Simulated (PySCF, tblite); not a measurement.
Isomers of C6H12P2S, one GFN2-xTB conformer each. Single-point energies are computed at PBE0/pcSseg-1 (PySCF, gas phase, no added dispersion term), electronic only.

```csv
SMILES,GFN2-xTB relative energy (kJ/mol)
PP(=S)(C1CC1)C1CC1,28.1
C#CC[P@@](C)(=S)CCP,129.2
PCC[P@]1(=S)C=CCC1,0.0
CC1=C[P@@]1(=S)CP(C)C,175.9
```

Conformers: `[PH2:1][P:2](=[S:3])([CH:4]1[CH2:5][CH2:6]1)[CH:7]1[CH2:8][CH2:9]1` with H–P1–P2–S3 66° and -26°, P1–P2–C4–C5 -32°, P1–P2–C7–C8 159°; `[CH:1]#[C:2][CH2:3][P@@:4]([CH3:5])(=[S:6])[CH2:7][CH2:8][PH2:9]` with C2–C3–P4–C5 -66°, C3–P4–C7–C8 -93°, P4–C7–C8–P9 65°, C7–C8–P9–H 178° and -89°; `[PH2:1][CH2:2][CH2:3][P@:4]1(=[S:5])[CH:6]=[CH:7][CH2:8][CH2:9]1` with H–P1–C2–C3 75° and 168°, P1–C2–C3–P4 -175°, C2–C3–P4–S5 57°, C3–P4–C6–C7 -99°, C6–C7–C8–C9 -16°, C7–C8–C9–P4 20°, C3–P4–C9–C8 90°; `[CH3:1][C:2]1=[CH:3][P@@:4]1(=[S:5])[CH2:6][P:7]([CH3:8])[CH3:9]` with C3–P4–C6–P7 -92°, P4–C6–P7–C8 30°.

What does PBE0/pcSseg-1 give for the same structures?

| SMILES | PBE0/pcSseg-1 E (Eh) | PBE0/pcSseg-1 (kJ/mol) | GFN2-xTB (kJ/mol) | point group |
| --- | --- | --- | --- | --- |
| PCC[P@]1(=S)C=CCC1 | -1316.00396 | 0.0 | 0.0 | C1 |
| PP(=S)(C1CC1)C1CC1 | -1315.96937 | 90.8 | 28.1 | C1 |
| CC1=C[P@@]1(=S)CP(C)C | -1315.95802 | 120.6 | 175.9 | C1 |
| C#CC[P@@](C)(=S)CCP | -1315.94608 | 152.0 | 129.2 | C1 |

Both levels put the same isomer lowest; measured from each level's own lowest isomer, the values differ by up to 62.7 kJ/mol (PP(=S)(C1CC1)C1CC1: 28.1 against 90.8). As drawn, the lowest has a C=C bond outside aromatic rings, which the highest lacks; the highest has a C≡C bond, which the lowest lacks.

Which frontier levels, dipoles and rotational constants go with these structures?

```csv
SMILES,"HOMO (eV, PBE0/pcSseg-1)",LUMO (eV),dipole (D),"A, B, C (MHz)"
PCC[P@]1(=S)C=CCC1,-6.42,-0.77,4.20,"1433, 587.6, 482.8"
PP(=S)(C1CC1)C1CC1,-6.31,-0.33,3.73,"1221, 796.3, 768.0"
CC1=C[P@@]1(=S)CP(C)C,-6.26,-0.64,3.79,"1533, 670.9, 562.2"
C#CC[P@@](C)(=S)CCP,-6.51,0.27,3.72,"1325, 689.4, 621.4"
```

What happens when harmonic zero-point energies from GFN2-xTB frequencies are added?

```
               SMILES  ZPE (kJ/mol)  electronic (kJ/mol)  with ZPE (kJ/mol)
   PCC[P@]1(=S)C=CCC1         424.4                  0.0                0.0
   PP(=S)(C1CC1)C1CC1         425.6                 90.8               92.0
CC1=C[P@@]1(=S)CP(C)C         421.9                120.6              118.1
  C#CC[P@@](C)(=S)CCP         412.3                152.0              139.8
```

The zero-point energies span 13.3 kJ/mol. The order is unchanged.
